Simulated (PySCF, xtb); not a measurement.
BeF₂, SMILES [Be]([F])[F].

xtb with GFN2-xTB at its own geometry gives an orbital gap of 8.44 eV and a dipole moment of 0.00 D.

Coordinates come from a r2SCAN-D4/def2-TZVP optimisation. The isomer is the one that the SMILES or the coordinates give; other isomers of the formula were not compared.

Question: What does PBE/def2-TZVPD (PySCF) give? (An estimate is asked for; the answer gives what the named calculation found.)

Answer: gap 8.32 eV (levels -9.77 and -1.45 eV), dipole 0.00 D.
